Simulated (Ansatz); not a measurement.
```yaml
crystal:
  periodic: [false, false, false]
  atoms:
    - {symbol: F, position_ang: [-0.375555, 3.125387, 0.045391]}
    - {symbol: C, position_ang: [-1.306174, 2.327798, -0.247640]}
    - {symbol: F, position_ang: [-2.262781, 2.523438, 0.655635]}
    - {symbol: F, position_ang: [-1.817881, 2.603037, -1.440221]}
    - {symbol: C, position_ang: [-0.872445, 0.805776, -0.178173]}
    - {symbol: C, position_ang: [0.500196, 0.580475, 0.147981]}
    - {symbol: C, position_ang: [0.972840, -0.709641, 0.238708]}
    - {symbol: C, position_ang: [2.419817, -0.952286, 0.522582]}
    - {symbol: F, position_ang: [2.574007, -1.691589, 1.623250]}
    - {symbol: F, position_ang: [3.124563, 0.136846, 0.798500]}
    - {symbol: F, position_ang: [3.053873, -1.558935, -0.454551]}
    - {symbol: O, position_ang: [0.370734, -1.776954, 0.034346]}
    - {symbol: Ga, position_ang: [-1.515764, -1.844756, -0.376867]}
    - {symbol: F, position_ang: [-2.428205, -2.534273, 0.917148]}
    - {symbol: F, position_ang: [-1.663703, -2.462010, -2.072440]}
    - {symbol: O, position_ang: [-1.733369, 0.011860, -0.384228]}
    - {symbol: H, position_ang: [1.163342, 1.394946, 0.336735]}
basis:
  gaussian: {orbitals: cc-pVDZ, point_charges: [{charge: -1.00, position_ang: [6.372, -0.481, -0.503]}]}
hamiltonian: {xc: {name: PBEsol}}
output: {forces: true}
```

```sh
$ ansatz run in.yaml --threads 11 --pin off --events-out ev --progress --plain --max-ram 174080MiB --backend cpu
```

It prints (some lines left out):

```
Functional definition: PBEsol
2694 factors; their error is unknown
mean field evaluation 1: about -83224.5253 eV, gradient 8.5e1 eV
mean field evaluation 2: about -83194.4773 eV, gradient 1.6e2 eV
mean field evaluation 4: about -83236.8379 eV, gradient 9.6e0 eV
mean field evaluation 8: about -83237.0314 eV, gradient 2.2e-1 eV
mean field evaluation 16: about -83236.8796 eV, gradient 8.6e-4 eV
mean field -83236.87964881 eV, -3058.8989071105 hartree, gradient 6.9e-5 eV, S^2 0.000000; 0 other end points of the search recorded, 0 dependent functions left out
reference -83236.87969464 eV, -3058.8989087947 hartree; 75, 75 occupied and 167, 167 virtual orbitals, 2694 factors
Total energy: -83236.87969464 eV, -3058.8989087947 hartree
Atom 0 at    -0.375555     3.125387     0.045391 Å, force     3.387428     2.499005     0.402707 eV/Å
Atom 1 at    -1.306174     2.327798    -0.247640 Å, force    -1.823893    -3.272812    -0.107287 eV/Å
Atom 2 at    -2.262781     2.523438     0.655635 Å, force    -1.367749    -0.096002     0.876470 eV/Å
Atom 3 at    -1.817881     2.603037    -1.440221 Å, force    -0.250158     0.220332    -1.084202 eV/Å
Atom 4 at    -0.872445     0.805776    -0.178173 Å, force     6.009090     5.616180     1.400711 eV/Å
Atom 5 at     0.500196     0.580475     0.147981 Å, force    -2.087117     0.002367    -0.308474 eV/Å
Atom 6 at     0.972840    -0.709641     0.238708 Å, force     1.479665     1.423667    -0.098949 eV/Å
Atom 7 at     2.419817    -0.952286     0.522582 Å, force     2.712135     0.272177     0.932460 eV/Å
Atom 8 at     2.574007    -1.691589     1.623250 Å, force    -0.838503    -1.215559     0.927435 eV/Å
Atom 9 at     3.124563     0.136846     0.798500 Å, force    -0.275707     1.741425    -0.183342 eV/Å
Atom 10 at     3.053873    -1.558935    -0.454551 Å, force    -0.388065    -0.700931    -1.191564 eV/Å
Atom 11 at     0.370734    -1.776954     0.034346 Å, force    -2.132160    -2.686443    -0.398927 eV/Å
Atom 12 at    -1.515764    -1.844756    -0.376867 Å, force     0.900097    -1.029219    -1.849388 eV/Å
Atom 13 at    -2.428205    -2.534273     0.917148 Å, force    -0.571944    -0.394313     0.746573 eV/Å
Atom 14 at    -1.663703    -2.462010    -2.072440 Å, force    -0.018907     0.391798     1.070208 eV/Å
Atom 15 at    -1.733369     0.011860    -0.384228 Å, force    -5.331960    -3.654933    -1.292861 eV/Å
Atom 16 at     1.163342     1.394946     0.336735 Å, force     0.686064     0.867852     0.147241 eV/Å
Dipole moment:     0.699734     0.618328     0.123133 e Å
```

It took 2.5 s on 11 threads of an AMD EPYC 7R13 on a shared host, with 1.3 GiB of host memory at the peak.
